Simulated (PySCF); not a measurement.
# Electron correlation in Cd²⁺ (cadmium, charge +2)

[Kr] 4d10, closed-shell 1S. All numbers are calculated (PySCF 2.14, scalar relativity through the core potential, in aug-cc-pVDZ-PP with ECP28MDF). Frozen: 4s2 4p6; 10 electrons correlated.

```
  level  correlation energy (mhartree)
   CCSD                        -276.98
    (T)                          -3.93
CCSD(T)                        -280.91
```

Diagnostics: T1 = 0.0024, D1 = 0.0034, largest double amplitude 0.014.

**Question.** Is a single reference adequate?

**Answer.** Yes, within this model without spin-orbit coupling: T1 lies below 0.03 and no double amplitude reaches 0.07.
